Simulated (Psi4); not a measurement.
C₄H₁₀S, charge -1, doublet, at the geometry of the source list (a state made from the parent by changing its charge; the spin is typed, not shown lowest) (a gas-phase anion, which may not be bound at this level), atoms displaced at random by about 0.08 Å a coordinate; Psi4 with PBE/STO-3G, gradient.

Input for Psi4:
```
memory 2 GB

molecule mol {
-1 2
C     0.115382    1.271284   -0.690209
C    -0.028106    0.128200    0.275755
C     0.363810   -1.201326   -0.498406
C    -1.276927   -0.157258    0.951731
S     1.443948    0.256469    1.481569
H    -0.705899    1.253143   -1.381258
H    -0.301191    2.100361   -0.145168
H     0.968045    1.460590   -1.155480
H     0.534636   -2.006320    0.135221
H    -0.156331   -1.292291   -1.405519
H     1.520666   -1.100266   -1.103215
H    -1.193100   -0.976023    1.427571
H    -1.593423    0.718818    1.413912
H    -2.082254   -0.382099    0.195660
H     2.268826    0.503705    0.699978
symmetry c1
no_reorient
no_com
}

set {
  basis sto-3g
  reference uks
}

gradient('pbe')
print_variables()
```

Predict the main parts of the log of this Psi4 run.


```
gradient() will perform analytic gradient computation.

   => Loading Basis Set <=

    Name: STO-3G
    Role: ORBITAL
    Keyword: BASIS

         ---------------------------------------------------------
                                   SCF
               by Justin Turney, Rob Parrish, Andy Simmonett
                          and Daniel G. A. Smith
                              UKS Reference
         ---------------------------------------------------------

  ==> Geometry <==

    Molecular point group: c1
    Full point group: C1

    Geometry (in Angstrom), charge = -1, multiplicity = 2:

       Center              X                  Y                   Z               Mass
    ------------   -----------------  -----------------  -----------------  -----------------
         C            0.115382000000     1.271284000000    -0.690209000000    12.000000000000
         C           -0.028106000000     0.128200000000     0.275755000000    12.000000000000
         C            0.363810000000    -1.201326000000    -0.498406000000    12.000000000000
         C           -1.276927000000    -0.157258000000     0.951731000000    12.000000000000
         S            1.443948000000     0.256469000000     1.481569000000    31.972071174400
         H           -0.705899000000     1.253143000000    -1.381258000000     1.007825032230
         H           -0.301191000000     2.100361000000    -0.145168000000     1.007825032230
         H            0.968045000000     1.460590000000    -1.155480000000     1.007825032230
         H            0.534636000000    -2.006320000000     0.135221000000     1.007825032230
         H           -0.156331000000    -1.292291000000    -1.405519000000     1.007825032230
         H            1.520666000000    -1.100266000000    -1.103215000000     1.007825032230
         H           -1.193100000000    -0.976023000000     1.427571000000     1.007825032230
         H           -1.593423000000     0.718818000000     1.413912000000     1.007825032230
         H           -2.082254000000    -0.382099000000     0.195660000000     1.007825032230
         H            2.268826000000     0.503705000000     0.699978000000     1.007825032230

  Running in c1 symmetry.

  Rotational constants: A =      0.15008  B =      0.08222  C =      0.08015 [cm^-1]
  Rotational constants: A =   4499.39254  B =   2464.90191  C =   2402.91043 [MHz]
  Nuclear repulsion =  247.082766042885794

  Charge       = -1
  Multiplicity = 2
  Electrons    = 51
  Nalpha       = 26
  Nbeta        = 25

  ==> Algorithm <==

  SCF Algorithm Type is DF.
  DIIS enabled.
  MOM disabled.
  Fractional occupation disabled.
  Guess Type is SAD.
  Energy threshold   = 1.00e-08
  Density threshold  = 1.00e-08
  Integral threshold = 1.00e-12

  ==> Primary Basis <==

  Basis Set: STO-3G
    Blend: STO-3G
    Number of shells: 27
    Number of basis functions: 39
    Number of Cartesian functions: 39
    Spherical Harmonics?: true
    Max angular momentum: 1

  ==> DFT Potential <==

   => LibXC <=

    Version 7.1.2
    S. Lehtola, C. Steigemann, M. J. T. Oliveira, and M. A. L. Marques,  SoftwareX 7, 1–5 (2018) (10.1016/j.softx.2017.11.002)

   => Composite Functional: PBE <=

    PBE GGA Exchange-Correlation Functional

    J.P. Perdew et. al., Phys. Rev. Lett., 77(18), 3865-3868, 1996

    Deriv               =              1
    GGA                 =           TRUE
    Meta                =          FALSE

    Exchange Hybrid     =          FALSE
    MP2 Hybrid          =          FALSE

   => Exchange Functionals <=

    1.0000     XC_GGA_X_PBE

   => Correlation Functionals <=

    1.0000     XC_GGA_C_PBE

   => LibXC Density Thresholds  <==

    XC_GGA_C_PBE:  1.00E-12
    XC_GGA_X_PBE:  1.00E-15

   => Molecular Quadrature <=

    Radial Scheme          =       TREUTLER
    Pruning Scheme         =           NONE
    Nuclear Scheme         =       TREUTLER

    Blocking Scheme        =         OCTREE
    BS radius alpha        =              1
[...]
  @DF-UKS Final Energy:  -549.47606074910038
    Total Energy =                       -549.4760607491003839
[...]
         H           -1.193100000000    -0.976023000000     1.427571000000     1.007825032230
         H           -1.593423000000     0.718818000000     1.413912000000     1.007825032230
         H           -2.082254000000    -0.382099000000     0.195660000000     1.007825032230
         H            2.268826000000     0.503705000000     0.699978000000     1.007825032230

  Nuclear repulsion =  247.082766042885794

  ==> Basis Set <==

  Basis Set: STO-3G
    Blend: STO-3G
    Number of shells: 27
    Number of basis functions: 39
    Number of Cartesian functions: 39
    Spherical Harmonics?: true
    Max angular momentum: 1

  ==> DFJKGrad: Density-Fitted SCF Gradients <==

    Gradient:                    1
    J tasked:                  Yes
    K tasked:                   No
    wK tasked:                  No
    Integrals threads:           1
    Schwarz Cutoff:          1E-12
    Fitting Condition:       1E-10

   => Auxiliary Basis Set <=

  Basis Set: (STO-3G AUX)
    Blend: DEF2-UNIVERSAL-JKFIT
    Number of shells: 198
    Number of basis functions: 608
    Number of Cartesian functions: 711
    Spherical Harmonics?: true
    Max angular momentum: 4

  ==> DFT Potential <==

   => LibXC <=

    Version 7.1.2
    S. Lehtola, C. Steigemann, M. J. T. Oliveira, and M. A. L. Marques,  SoftwareX 7, 1–5 (2018) (10.1016/j.softx.2017.11.002)

   => Composite Functional: PBE <=

    PBE GGA Exchange-Correlation Functional

    J.P. Perdew et. al., Phys. Rev. Lett., 77(18), 3865-3868, 1996

    Deriv               =              1
    GGA                 =           TRUE
    Meta                =          FALSE

    Exchange Hybrid     =          FALSE
    MP2 Hybrid          =          FALSE

   => Exchange Functionals <=

    1.0000     XC_GGA_X_PBE

   => Correlation Functionals <=

    1.0000     XC_GGA_C_PBE

   => LibXC Density Thresholds  <==

    XC_GGA_C_PBE:  1.00E-12
    XC_GGA_X_PBE:  1.00E-15

   => Molecular Quadrature <=

    Radial Scheme          =       TREUTLER
    Pruning Scheme         =           NONE
    Nuclear Scheme         =       TREUTLER

    Blocking Scheme        =         OCTREE
    BS radius alpha        =              1
    Pruning alpha          =              1
    Radial Points          =             75
    Spherical Points       =            302
    Total Points           =         314574
    Total Blocks           =           2379
    Max Points             =            256
    Max Functions          =             37
    Weights Tolerance      =       1.00E-15

  -Total Gradient:
     Atom            X                  Y                   Z
    ------   -----------------  -----------------  -----------------
       1        0.149556327269     0.013172120548    -0.070257278144
       2       -0.009104112924     0.077456464792     0.125227654473
       3       -0.070736687788    -0.092624955814     0.025771091754
       4        0.022097050122    -0.116853229142     0.127470477576
       5        0.013612795848     0.023093360793    -0.262823053761
       6        0.018181622080     0.011151026334     0.051461969664
       7       -0.014802634743    -0.039868541450    -0.020167977167
       8       -0.105452228807    -0.016204474818     0.047750263469
       9        0.010271996409     0.052851475128    -0.028598245596
      10        0.045386218710     0.026462387532     0.037614598439
      11        0.025002566579    -0.000932991142    -0.027110138773
      12       -0.013111039609     0.142169603188    -0.107947793925
      13        0.029316060853    -0.041466419934    -0.047369509023
      14        0.023910512923     0.000361284305     0.007172462558
      15       -0.124135999537    -0.038779066758     0.141807437776

  Variable Map:
  ----------------------------------------------------------------------------
[...]
  Array Variable Map:
  ----------------------------------------------------------------------------
[...]
[...]
```
